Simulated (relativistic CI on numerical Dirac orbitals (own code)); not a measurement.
Calculated at this level of theory: Dirac-Coulomb-Breit CI, KLI orbitals optimised for each configuration, QED by a radiative potential, valence Slater integrals scaled by 0.85, P86 correlation estimate, and configurations built on the next ion tied to the tabulated ionisation energy (semi-empirical) (own radial code, finite nucleus).

Configuration list (outside the closed core [Ar]): 3d10 4s, 3d10 4p, 3d10 4d, 3d10 5s, 3d10 4f, 3d10 5p, 3d9 4s2, 3d10 5d, 3d10 6s, 3d10 6p, 3d10 5f, 3d9 4p2, 3d10 5g, 3d10 6d, 3d8 4s 4p2, 3d9 4s 4p, 3d10 6f, 3d9 4p 4d, 3d8 4s 4d2, 3d9 4s 4d, 3d9 4p 4f. Levels of other configurations are missing.

Configurations that consist of the next ion and one excited electron were tied to the tabulated ionisation energy; Rydberg ones are usually within 1,000 to 3,000 cm⁻¹ and the lowest ones within about 6,000 (9,000 in d shells), while levels on excited terms of the next ion carry the error of that term, and the other configurations can be misplaced by 10,000 cm⁻¹ or more. Rates follow the energies as ν³ (E1, M1) or ν⁵ (E2), so rates, branching and lifetimes can be off by large factors. 5 of the 5 excited levels that our extract of the measured tables holds in this range could be paired (the sources list more); they are missed by 3961 cm⁻¹ on average and 6133 at most, and levels without a partner can miss by more.

Outline of the computed level scheme of Se VI. Lowest level of each configuration: 3d10 4s 2S_1/2 at 0.0000 eV; 3d10 4p 2P°_1/2 at 14.7410 eV; 3d10 4d 2D_3/2 at 35.4452 eV; 3d10 5s 2S_1/2 at 41.5737 eV; 3d10 5p 2P°_1/2 at 46.7539 eV; 3d10 4f 2F°_7/2 at 50.8070 eV; 3d9 4s2 2D_5/2 at 51.1325 eV; 3d10 5d 2D_3/2 at 55.0830 eV; 3d10 6s 2S_1/2 at 57.6333 eV.

Some strong electric-dipole decays among the lowest 15 levels: 3d10 4d 2D_5/2 → 3d10 4p 2P°_3/2 (1.1e+10 s⁻¹); 3d10 4d 2D_3/2 → 3d10 4p 2P°_1/2 (9.9e+09 s⁻¹); 3d10 4f 2F°_7/2 → 3d10 4d 2D_5/2 (8.5e+09 s⁻¹); 3d10 5s 2S_1/2 → 3d10 4p 2P°_3/2 (8.1e+09 s⁻¹); 3d10 4f 2F°_5/2 → 3d10 4d 2D_3/2 (8.1e+09 s⁻¹); 3d10 5s 2S_1/2 → 3d10 4p 2P°_1/2 (4.0e+09 s⁻¹); 3d10 6s 2S_1/2 → 3d10 4p 2P°_3/2 (3.8e+09 s⁻¹); 3d10 4p 2P°_3/2 → 3d10 4s 2S_1/2 (3.3e+09 s⁻¹).

LS names give the leading component of a level, which can be under half, so a name can repeat, a term be missing and a line seem to break the LS rules.
